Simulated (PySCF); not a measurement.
Run record: geometry optimisation, `C#Cc1ccc(N(C)C)cc1`.

Computed with PBE0-D3(BJ)/def2-SVP geometry optimisation, gas phase (PySCF 2.14.0). Start geometry: GFN2-xTB. The command runs a driver script over a list of jobs; the input below is this job's line of settings and its coordinates in Å.

Command:
```bash
OMP_NUM_THREADS=1 python probes_run.py task.json out
```

Input:
```
{"job": {"xc": "PBE0", "basis": "def2-SVP", "d3": "d3bj", "grid": 1, "kind": "geom"}, "charge": 0, "multiplicity": 1}
C      4.885236    -0.681360    -0.194828
C      3.695985    -0.520494    -0.143739
C      2.296154    -0.332785    -0.087065
C      1.518719    -0.396657    -1.242811
C      0.153729    -0.222031    -1.188842
C     -0.501700     0.022674     0.027780
N     -1.868189     0.151905     0.091257
C     -2.494263     0.585673     1.315743
C     -2.648202     0.174055    -1.120934
C      0.292518     0.101005     1.182353
C      1.656925    -0.076271     1.125293
H      5.924091    -0.821305    -0.236828
H      1.997740    -0.584027    -2.193346
H     -0.403044    -0.274431    -2.110073
H     -2.312340    -0.135700     2.116862
H     -3.569460     0.655680     1.167799
H     -2.127016     1.567030     1.639101
H     -2.379086     1.015226    -1.771284
H     -3.703168     0.260711    -0.870971
H     -2.512676    -0.755545    -1.679566
H     -0.155229     0.301654     2.141795
H      2.242868    -0.015620     2.031455
```

Output:
```
step   0  E = -441.53640337  max force = 0.020404
step   1  E = -441.53887688  max force = 0.004182
step   2  E = -441.53815619  max force = 0.007067
step   3  E = -441.53889411  max force = 0.003828
step   4  E = -441.53902426  max force = 0.003531
step   5  E = -441.53905170  max force = 0.002287
step   6  E = -441.53909523  max force = 0.000696
step   7  E = -441.53911067  max force = 0.000613
step   8  E = -441.53910248  max force = 0.001164
step   9  E = -441.53911649  max force = 0.000237
optimisation converged
```

Energies in Eh; «max force» is the largest Cartesian gradient component in Eh/bohr.

Task: At which steps does the energy rise by more than 1e-5 Eh?

Result: At step 2 (+0.72 mEh).

Task: How much energy does the optimisation release, in kJ/mol?

Result: E(step 0) − E(last step) = 0.002713 Eh, which is 7.1 kJ/mol.

Main results: final energy -441.53912 Eh after 9 steps; dipole 3.62 D.

Task: Where do the atoms end?

Result: 0.054 Å rms from the input after alignment:
```
atom  x, y, z in Å
C1     4.6569   -0.6839   -0.3192
C2     3.4529   -0.5318   -0.2670
C3     2.0394   -0.3520   -0.2063
C4     1.2447   -0.4302   -1.3622
C5    -0.1286   -0.2547   -1.3105
C6    -0.7857    0.0073   -0.0860
N7    -2.1461    0.1780   -0.0280
C8    -2.7774    0.4900    1.2261
C9    -2.9280    0.1310   -1.2344
C10    0.0170    0.0908    1.0753
C11    1.3894   -0.0864    1.0107
H12    5.7212   -0.8182   -0.3650
H13    1.7236   -0.6321   -2.3226
H14   -0.6972   -0.3206   -2.2374
H15   -2.6032   -0.2950    1.9834
H16   -3.8611    0.5712    1.0771
H17   -2.4220    1.4476    1.6500
H18   -2.6488    0.9271   -1.9495
H19   -3.9883    0.2608   -0.9853
H20   -2.8249   -0.8371   -1.7559
H21   -0.4364    0.2985    2.0439
H22    1.9827   -0.0173    1.9249
```

Task: How long does this job take on Arm Neoverse V2, one thread (shared host)? And the peak memory of the process?

Result: About 3.5 min, with 0.91 GiB resident at the peak, the Python interpreter and its libraries included.
Labels such as C1 count atoms from 1, the log's own numbers from 0.
